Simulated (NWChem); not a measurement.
System: BNH3Cl; SMILES NBCl

```xyz
6

B     -0.5800     0.5139     0.0000
H     -1.7612     0.6555     0.0000
Cl     0.0853    -1.1441     0.0000
N      0.2831     1.6023     0.0000
H     -0.0555     2.5545     0.0000
H      1.2912     1.5168     0.0000
```
Atoms are numbered in this order, from 1.

Program: NWChem. Pople sets run with spherical d functions. Coordinates come from a B3LYP/6-31G* (spherical d) optimisation. GIAO values for the isolated, static molecule; σ is the absolute isotropic shielding, δ = σ(reference) − σ with the isolated reference molecule computed at the same levels (11B: boron trifluoride, 1H: tetramethylsilane, 15N: ammonia).

Problem. Estimate the computed values for B3LYP/6-311G**. Quantities: δ B1 (ppm); δ H2 (ppm); σ Cl3 (ppm); δ N4 (ppm); δ H5 (ppm); δ H6 (ppm).

Solution. 
```
Property     Result
-----------  ------
δ B1 (ppm)     25.8
δ H2 (ppm)     5.16
σ Cl3 (ppm)   835.1
δ N4 (ppm)    115.0
δ H5 (ppm)     4.02
δ H6 (ppm)     3.92
```
